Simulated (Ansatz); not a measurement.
GeMe(OiPr)3 (C10H24GeO3), 38 atoms. Hardware: 2 threads of AMD EPYC 7R13 on a shared host and a share (18 GiB) of an NVIDIA H100 80GB HBM3.

Correlated methods freeze 22 core orbitals; core or outer-core shells of Ge are correlated, in sets that lack core-valence functions. Single mean-field runs in def2-TZVP are fitted with def2-universal-jkfit.

Problem. How many basis functions does each of these Ansatz runs have, and roughly what does it cost? PBE-D4/def2-TZVP, charge 1 doublet at the geometry of the charge 0 singlet, energy, from earlier orbitals; PBE0-D4/def2-SVP, charge 0 singlet, energy, from earlier orbitals; PBE with 5 % exact exchange/def2-SVP, charge 0 singlet, energy, from earlier orbitals; r2SCAN-D4/def2-TZVP, charge 0 triplet at the geometry of the charge 0 singlet, energy, from earlier orbitals; PBE with 50 % exact exchange/def2-SVP, charge 0 singlet, energy, from earlier orbitals; PBE-D4/def2-TZVP, charge 0 singlet, energy and forces, from earlier orbitals; HF/def2-TZVP, charge 1 doublet at the geometry of the charge 0 singlet, energy, from earlier orbitals; LDA (SPW92)/def2-TZVP, charge 0 singlet, energy, from earlier orbitals; PBE0-D4/def2-TZVP, charge 1 doublet, energy, from earlier orbitals; PBE with 35 % exact exchange/def2-SVP, charge 0 singlet, energy, from earlier orbitals; B2PLYP/def2-TZVP, charge 0 singlet, energy, from earlier orbitals; r2SCAN-D4/def2-TZVP, charge 0 singlet, energy, from earlier orbitals.

Solution. Other jobs shared the machine, so times can vary by a factor of up to 3. A dash marks memory too small to be measured apart from the calling script's.

| run | functions | fitting or Cholesky vectors | wall time | peak host memory (GiB) |
| --- | --- | --- | --- | --- |
| PBE0-D4/def2-SVP, charge 0 singlet, energy, from earlier orbitals | 334 | 3791 | 2.3 s | 1 |
| PBE with 5 % exact exchange/def2-SVP, charge 0 singlet, energy, from earlier orbitals | 334 | 3752 | 2.3 s | 1 |
| PBE with 35 % exact exchange/def2-SVP, charge 0 singlet, energy, from earlier orbitals | 334 | 3920 | 2.4 s | 1 |
| PBE with 50 % exact exchange/def2-SVP, charge 0 singlet, energy, from earlier orbitals | 334 | 4002 | 2.4 s | 1.1 |
| LDA (SPW92)/def2-TZVP, charge 0 singlet, energy, from earlier orbitals | 595 | 1679 | 2.8 s | – |
| r2SCAN-D4/def2-TZVP, charge 0 singlet, energy, from earlier orbitals | 595 | 1679 | 3.7 s | 1.1 |
| PBE-D4/def2-TZVP, charge 0 singlet, energy and forces, from earlier orbitals | 595 | 1679 | 3.8 s | 1 |
| B2PLYP/def2-TZVP, charge 0 singlet, energy, from earlier orbitals | 595 | 1679 | 4.1 s | 2.7 |
| PBE0-D4/def2-TZVP, charge 1 doublet, energy, from earlier orbitals | 595 | 1679 | 4.7 s | 1.1 |
| HF/def2-TZVP, charge 1 doublet at the geometry of the charge 0 singlet, energy, from earlier orbitals | 595 | 1679 | 6 s | – |
| PBE-D4/def2-TZVP, charge 1 doublet at the geometry of the charge 0 singlet, energy, from earlier orbitals | 595 | 1679 | 7 s | 1.1 |
| r2SCAN-D4/def2-TZVP, charge 0 triplet at the geometry of the charge 0 singlet, energy, from earlier orbitals | 595 | 1679 | 12 s | 1.4 |
